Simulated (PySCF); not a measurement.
# Computed records: GeH2O, ClGeH3O2, GeH4O2Si

Calculation on a computer-drawn molecule: the log of a Hartree-Fock and frozen-core CCSD(T) single point meant for a local Hartree-Fock minimum, with one planted fault or none, to be diagnosed. Offsets are logged minus clean, where the clean run is the same molecule without the fault. The reference is restricted for singlets and unrestricted otherwise, and also for a bond in bohr or an excited solution. Adding or removing an electron swaps singlet and doublet. The excited solution moves the top pair (singlet) or top alpha electron (doublet) to the lowest empty orbital. Highest occupied and lowest empty are orbital energies over both spins, largest force is the largest gradient component, triples share is (T) over the correlation energy, the T1 limit is 0.02 restricted and 0.045 unrestricted, electrons count all cores, a negative frequency is imaginary (commonest isotopes), and the dipole is about the centre of nuclear charge; on germanium a core potential holds 10 electrons, which the energies leave out, and 3d is frozen in MP2 and coupled-cluster steps. Program: PySCF 2.14.0.

Common to all runs: meant charge 0; meant multiplicity 1; meant basis and core potential on germanium cc-pVDZ-PP ECP10MDF; logged SCF converged yes; possible faults no fault, one electron removed, one electron added, multiplicity raised by two, geometry at a saddle point, SCF held on an excited solution, minimal basis STO-3G, one bond length entered in bohr, all coordinates scaled.

(1) 
```xyz
4
formula=GeH2O meant_basis=cc-pVDZ logged_electrons=42 logged_basis_functions=47 logged_spin_squared=0.988 logged_highest_occupied=-7.5255 logged_lowest_empty=0.18873 logged_largest_force=0.010612 logged_dipole_magnitude=1.5868 logged_SCF_stable_within_its_kind=no logged_energy_HF=-369.30486 planted_fault=one_bond_length_entered_in_bohr,row_1_of_the_drawn_bonds HF_energy_offset_from_clean_run=60.56
O     -0.8598     2.1143     0.9308
Ge     1.7128     4.2863     0.9958
H     -0.7904     1.3335     1.4616
H      2.6287     3.4637     2.0248
```

Units: logged_highest_occupied, logged_lowest_empty in eV; logged_largest_force in hartree/bohr; logged_dipole_magnitude in debye; logged_energy_HF in hartree; HF_energy_offset_from_clean_run in kcal/mol.

Drawn bonds:
```csv
atom,other atom,order
1,2,1
1,3,1
2,4,1
```

Notes: coupled-cluster numbers left out as unreliable.

(2) 
```xyz
7
formula=ClGeH3O2 meant_basis=cc-pV(D+d)Z logged_electrons=68 logged_basis_functions=89 logged_spin_squared=0 logged_highest_occupied=-12.574 logged_lowest_empty=3.9346 logged_largest_force=7.266e-06 logged_lowest_frequency=131.6 logged_T1_diagnostic=0.011853 logged_D1_diagnostic=0.035409 logged_triples_share=0.021825 logged_CC_converged=yes logged_dipole_magnitude=1.127 logged_SCF_stable_within_its_kind=yes logged_energy_HF=-904.45381 logged_energy_CCSD(T)=-905.1038 planted_fault=no_fault HF_energy_offset_from_clean_run=0 CCSD(T)_energy_offset_from_clean_run=0
O      2.0695     1.1758     1.0126
Ge     1.5221    -0.4655     0.7764
O     -0.1365    -0.4156     0.2025
Cl     2.6738    -1.4235    -0.7837
H      1.8626     1.7797     0.3122
H      1.7106    -1.2180     2.0687
H     -0.3487    -1.0296    -0.4870
```

Units: logged_highest_occupied, logged_lowest_empty in eV; logged_largest_force in hartree/bohr; logged_lowest_frequency in cm⁻¹; logged_dipole_magnitude in debye; logged_energy_HF, logged_energy_CCSD(T) in hartree; HF_energy_offset_from_clean_run, CCSD(T)_energy_offset_from_clean_run in kcal/mol.

Drawn bonds:
```csv
atom,other atom,order
1,2,1
2,3,1
2,4,1
1,5,1
2,6,1
3,7,1
```

(3) 
```xyz
7
formula=ClGeH3O2 meant_basis=cc-pV(D+d)Z logged_electrons=68 logged_basis_functions=89 logged_spin_squared=2.0156 logged_highest_occupied=-4.2832 logged_lowest_empty=-2.6371 logged_largest_force=0.13436 logged_T1_diagnostic=0.035302 logged_D1_diagnostic=0.22848 logged_triples_share=0.023248 logged_CC_converged=yes logged_dipole_magnitude=4.2186 logged_SCF_stable_within_its_kind=yes logged_energy_HF=-904.17638 logged_energy_CCSD(T)=-904.81846 planted_fault=multiplicity_raised_by_two HF_energy_offset_from_clean_run=174.1 CCSD(T)_energy_offset_from_clean_run=179.1
O      2.0695     1.1758     1.0126
Ge     1.5221    -0.4655     0.7764
O     -0.1365    -0.4156     0.2025
Cl     2.6738    -1.4235    -0.7837
H      1.8626     1.7797     0.3122
H      1.7106    -1.2180     2.0687
H     -0.3487    -1.0296    -0.4870
```

Units: logged_highest_occupied, logged_lowest_empty in eV; logged_largest_force in hartree/bohr; logged_dipole_magnitude in debye; logged_energy_HF, logged_energy_CCSD(T) in hartree; HF_energy_offset_from_clean_run, CCSD(T)_energy_offset_from_clean_run in kcal/mol.

Drawn bonds:
```csv
atom,other atom,order
1,2,1
2,3,1
2,4,1
1,5,1
2,6,1
3,7,1
```

(4) 
```xyz
8
formula=GeH4O2Si meant_basis=cc-pV(D+d)Z logged_electrons=66 logged_basis_functions=94 logged_spin_squared=2.0099 logged_highest_occupied=-8.4937 logged_lowest_empty=-0.30666 logged_largest_force=0.031419 logged_T1_diagnostic=0.019431 logged_D1_diagnostic=0.094677 logged_triples_share=0.024281 logged_CC_converged=yes logged_dipole_magnitude=1.551 logged_SCF_stable_within_its_kind=yes logged_energy_HF=-734.33621 logged_energy_CCSD(T)=-734.92142 planted_fault=multiplicity_raised_by_two HF_energy_offset_from_clean_run=11 CCSD(T)_energy_offset_from_clean_run=22.71
O     -0.8799    -0.8156     0.4165
Ge     0.0477    -1.5110    -0.9485
O      1.7766    -1.2288    -0.6041
Si    -0.4752    -3.8867    -0.7361
H     -0.4009    -0.1868     0.9388
H     -0.2840    -0.7092    -2.2188
H      2.1330    -0.4200    -0.9420
H     -1.8281    -3.6862    -1.3864
```

Units: logged_highest_occupied, logged_lowest_empty in eV; logged_largest_force in hartree/bohr; logged_dipole_magnitude in debye; logged_energy_HF, logged_energy_CCSD(T) in hartree; HF_energy_offset_from_clean_run, CCSD(T)_energy_offset_from_clean_run in kcal/mol.

Drawn bonds:
```csv
atom,other atom,order
1,2,1
2,3,1
2,4,1
1,5,1
2,6,1
3,7,1
4,8,1
```
